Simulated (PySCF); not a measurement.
C2H8BN (SMILES CBNC), singlet, at a GFN2-xTB geometry. Base run: B3LYP/6-31G (PySCF).

Here is a job for PySCF.
```python
from pyscf import gto, scf, dft, solvent

mol = gto.Mole()
mol.atom = '''
    B    -0.589798   -0.099154    0.840430
    H    -1.510874   -0.380276    1.513981
    C     0.702699    0.601330    1.443577
    H     1.596110   -0.001741    1.286108
    H     0.617923    0.774572    2.513065
    H     0.890527    1.567148    0.976040
    N    -0.679173   -0.405085   -0.504147
    C     0.292715   -0.174380   -1.548427
    H    -1.511281   -0.850439   -0.864031
    H    -0.119668    0.473354   -2.327998
    H     0.595712   -1.117319   -2.013624
    H     1.172263    0.304360   -1.127567
'''
mol.basis = '6-31g'
mol.charge = 0
mol.spin = 0
mol.verbose = 4
mol.build()

mf = dft.RKS(mol)
mf.xc = 'b3lyp'
mf.kernel()
mf.analyze()
```

Variants of this job, named by their change:

```csv
change,ΔE vs base (kJ/mol),dipole (D),HOMO-LUMO gap (eV)
base,0.00,1.92,8.21
model = IEF-PCM; solvent = chloroform; vdw_scale = 1.4,-4.17,2.19,8.12
model = C-PCM; solvent = chloroform,-7.85,2.32,8.08
model = IEF-PCM; solvent = methanol,-9.78,2.42,8.05
model = IEF-PCM; solvent = chloroform; lebedev_order = 41,-7.13,2.29,8.09
model = IEF-PCM; solvent = toluene,-4.64,2.16,8.13
model = IEF-PCM; solvent = 2-propanol,-9.43,2.41,8.05
model = IEF-PCM; solvent = chloroform; r_probe = 0.5,-2.95,2.14,8.13
model = IEF-PCM; solvent = tetrahydrofuran,-8.16,2.34,8.07
model = IEF-PCM; solvent = chloroform; vdw_scale = 1.1,-9.56,2.35,8.07
model = IEF-PCM; solvent = chloroform,-7.09,2.29,8.09
model = ddCOSMO; solvent = chloroform,-5.29,2.25,8.10
```

The base is the gas phase, so ΔE is the electrostatic part of solvation at a fixed geometry, without cavity and dispersion terms.
